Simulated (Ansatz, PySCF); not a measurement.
MoO2Cl, SMILES [O]=[Mo+](=[O])[Cl], charge +1, multiplicity 1. Atoms are numbered in the order given.

```xyz
4

Mo     0.3517    -0.2436     0.0000
O      0.9951     0.5296    -1.2927
O      0.9951     0.5296     1.2927
Cl    -1.8131     0.1422     0.0000
```
Charge +1, spin multiplicity 1.

The structure is a stationary point at PBE0-D3(BJ)/def2-SVP. The multiplicity is an assumed one; other spin states were not compared. The isomer is the one that the SMILES or the coordinates give; other isomers of the formula were not compared. The def2 effective core potentials stand for the cores of Mo; spin–orbit coupling is left out.

Two levels are set side by side: PBE-D3(BJ)/def2-SVP (Ansatz, a first-principles code) and PBE0-D3(BJ)/def2-SVP (Ansatz). Each level has its own optimised geometry; the coordinates shown are those of the second. Frequencies come from the Hessian of PySCF at each geometry. Differences are taken from unrounded values.

| quantity | PBE0-D3(BJ) | PBE-D3(BJ) | PBE-D3(BJ) minus PBE0-D3(BJ) |
|---|---|---|---|
| mean bond length (Å) | 1.825 | 1.849 | 0.024 |
| bond Mo1–O2 (Å) | 1.638 | 1.666 | 0.028 |
| bond Mo1–O3 (Å) | 1.638 | 1.666 | 0.028 |
| bond Mo1–Cl4 (Å) | 2.199 | 2.214 | 0.015 |
| highest harmonic wavenumber (cm⁻¹) | 1125 | 1048 | -77 |
| mean harmonic wavenumber (cm⁻¹) | 588 | 557 | -31 |
| zero-point energy (kcal/mol) | 5.04 | 4.78 | -0.26 |

Exact exchange shortens and stiffens bonds; PBE has none. Differences between two approximate levels are no errors against the true value.
